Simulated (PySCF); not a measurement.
Splitting trees

Bonds (- single, = double, # triple, : aromatic): O1=C2 1.167 Å, C2=N3 1.202 Å, N3-C4 1.382 Å, C4:C5 1.403 Å, C5:C6 1.391 Å, C6:C7 1.394 Å, C7:C8 1.390 Å, C8-F9 1.330 Å, C8:C10 1.388 Å, C10:C4 1.399 Å. C5 carries H11; C6 carries H12; C7 carries H13; C10 carries H14.

PySCF calculation with shielding tensors at HF/pcSseg-1 (GIAO), PBE0-D3(BJ)/def2-SVP geometry and couplings computed with B3LYP/pcJ-1 (spin–dipole term only in couplings to heteroatoms); isolated molecule, no relativistic terms, one computed conformer.

Referencing at the same level of theory: ¹³C (190.85 ppm) and ¹H (31.69 ppm) vs TMS; ¹⁹F (246.35 ppm) vs CFCl3.

Spectrometer: 400 MHz for ¹H. First-order analysis; couplings under 1 Hz (under 4 Hz in carbon signals) are ignored, and nearly equal couplings are merged; the smaller ones broaden or split the lines further.

Task: What pattern does C4 show in the proton-coupled ¹³C spectrum?

Result: A doublet of doublets at δ 144.4: 12.3 Hz to H12 (1 × ¹H, 3 bonds away), 8.3 Hz to F9 (1 × ¹⁹F, 3 bonds away). Lines in Hz from the centre (relative intensity): +10.3 (1), +2.0 (1), -2.0 (1), -10.3 (1). The outer lines are 20.6 Hz apart, the sum of the couplings kept, or 0.205 ppm at this field.

Task: What pattern does C8 show in the proton-coupled ¹³C spectrum?

Result: A doublet of doublets of triplets at δ 170.4: 316.5 Hz to F9 (1 × ¹⁹F, 1 bond away), 12.3 Hz to H12 (1 × ¹H, 3 bonds away), 4.7 Hz to H14 and H13 (2 × ¹H, 2 bonds away). Lines in Hz from the centre (relative intensity): +169.1 (1), +164.4 (2), +159.7 (1), +156.8 (1), +152.1 (2), +147.4 (1), -147.4 (1), -152.1 (2), -156.8 (1), -159.7 (1), -164.4 (2), -169.1 (1). The outer lines are 338.2 Hz apart, the sum of the couplings kept, or 3.362 ppm at this field.

Task: What pattern does H11 show (¹H)?

Result: A doublet of doublets at δ 7.05: 8.9 Hz to H12 (1 × ¹H, 3 bonds away), 1.8 Hz to H14 (1 × ¹H, 4 bonds away). Lines in Hz from the centre (relative intensity): +5.3 (1), +3.5 (1), -3.5 (1), -5.3 (1). The outer lines are 10.7 Hz apart, the sum of the couplings kept, or 0.027 ppm at this field.

Task: What pattern does F9 show (¹⁹F)?

Result: A doublet of doublets of doublets at δ -91.8: 10.0 Hz to H14 (1 × ¹H, 3 bonds away), 8.3 Hz to H13 (1 × ¹H, 3 bonds away), 5.7 Hz to H12 (1 × ¹H, 4 bonds away). Lines in Hz from the centre (relative intensity): +12.0 (1), +6.3 (1), +3.7 (1), +2.0 (1), -2.0 (1), -3.7 (1), -6.3 (1), -12.0 (1). The outer lines are 24.0 Hz apart, the sum of the couplings kept, or 0.064 ppm at this field.

Unscaled 3J(H,H) at this level run about 10 % above measured values.
